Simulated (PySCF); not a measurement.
AuS₂⁻: double against triple zeta

Base calculation in PySCF with density fitting and no spin–orbit coupling, PBE0/def2-SVPD (scalar-relativistic core potentials): triplet, D∞h, Au–S 2.215 Å (×2); wavenumbers 100 (×2), 392, 417 cm⁻¹; polar-tensor charge of Au 0.16 e.

What changes on going to PBE0/def2-TZVPD (scalar-relativistic core potentials)?

The point group stays the same. Changes: mean bond to Au -0.022 Å, highest wavenumber +14 cm⁻¹, lowest wavenumber +3 cm⁻¹, polar-tensor charge of Au -0.06 e. The new structure has Au–S 2.193 Å (×2), with wavenumbers 103 (×2), 334, 431 cm⁻¹. The larger basis shortens the bonds, as added polarisation functions usually do.

Spin–orbit coupling can matter for AuS₂⁻ and is left out. Open d or f shells are single determinants, so the state found may not be the ground state. Each species is the lowest minimum found with this bonding; other isomers or fragments can lie lower.
